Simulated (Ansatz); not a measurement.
Consider the formal exchange of groups at a Ga–C bond: `F[CH](F)[GaH2]` + `C=CF` → `C=[C](F)[GaH2]` + `FCF`.

Isolated molecules relaxed with PBE0-D4/def2-TZVP in Ansatz; ΔE leaves out vibrations. CCSD(T)/CBS is the MP2 limit (def2-TZVPP, def2-QZVPP) plus CCSD(T) − MP2 in def2-TZVPP, frozen cores. This one scheme is used for every species. DFT in def2-TZVPP. HSE06 is defined as in plane-wave codes. For Ga outer-core shells are correlated without core-valence functions, which leaves a few kJ/mol of doubt a bond. Scalar relativity is left out up to krypton.

`F[CH](F)[GaH2]`:

Cartesian coordinates in Å:
```
F -1.507 -0.445 0.908
C -0.140 -0.344 0.798
F 0.362 -1.616 0.838
Ga 0.270 0.535 -0.980
H 0.210 0.164 1.704
H 0.776 2.018 -0.999
H 0.029 -0.312 -2.270
```

`C=CF`:

```xyz
6

C     0.315   -0.396   -0.486
C    -0.283    0.398    0.377
F    -0.504    0.038    1.645
H     0.657   -1.383   -0.205
H     0.468   -0.054   -1.500
H    -0.652    1.396    0.168
```

`C=[C](F)[GaH2]`:

Z-matrix (Å, degrees):
```
C
C 1 1.328
H 1 1.082 2 119.4
H 1 1.086 2 122.0 3 -180.0
F 2 1.355 1 118.0 3 180.0
Ga 2 1.966 1 124.3 3 0.0
H 6 1.566 2 115.9 1 0.0
H 6 1.562 2 120.4 1 -180.0
```

`FCF`:

```xyz
5

F    -0.585   -1.166    0.116
C    -0.031    0.058   -0.034
F     1.190    0.053    0.545
H     0.087    0.262   -1.102
H    -0.660    0.794    0.475
```

```
             level  ΔE (kJ/mol)  difference from CCSD(T)/CBS
         r2SCAN-D4        -37.3                          4.3
        r2SCAN0-D4        -40.3                          1.3
              BLYP        -30.5                         11.1
            r2SCAN        -37.0                          4.6
              PBE0        -37.0                          4.6
             HSE06        -37.1                          4.5
    MP2/def2-QZVPP        -45.9                         -4.3
SCS-MP2/def2-QZVPP        -43.9                         -2.3
     MP2/CBS(def2)        -45.3                         -3.7
    CCSD/CBS(def2)        -41.0                          0.6
       CCSD(T)/CBS        -41.6                            0
```

Largest T1 diagnostic among the species: 0.013.

Leaving LDA and LC-ωPBE aside and taking each functional with its dispersion term where it has one, the values, not all of them listed here, spread over 10.2 kJ/mol, from PBE-QIDH to BLYP-D4. From BLYP to BHLYP (50 % exact exchange), in def2-TZVPP and without D4, ΔE moves by −8.8 kJ/mol.
